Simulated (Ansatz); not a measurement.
Basis-set series for Cl₂GaH₂N (`[NH2][Ga]([Cl])[Cl]`). Charge 0, multiplicity 1. The structure was optimised at the PBE0-D4/def2-TZVP level. It is one conformer, not always the lowest.

| functional | basis | functions | energy (Eh) | HOMO (eV) | LUMO (eV) |
| --- | --- | --- | --- | --- | --- |
| PBE0-D4 | def2-SVP | 92 | -2900.15670 | -7.87 | -0.76 |
| PBE0-D4 | def2-TZVPP | 191 | -2900.78984 | -8.07 | -1.01 |
| ωB97M-V | def2-SVP | 92 | -2900.60565 | -10.21 | 1.19 |
| ωB97M-V | def2-TZVPP | 191 | -2901.23581 | -10.44 | 0.86 |

Task: Give the rows for def2-QZVPP. (Estimate.)

Result: Computed: 
```csv
functional,basis,functions,energy (Eh),HOMO (eV),LUMO (eV)
PBE0-D4,def2-QZVPP,346,-2900.86398,-8.12,-1.16
ωB97M-V,def2-QZVPP,346,-2901.30701,-10.51,0.55
```

Positive LUMOs are unbound and depend on the basis. Scalar relativity is left out up to krypton.
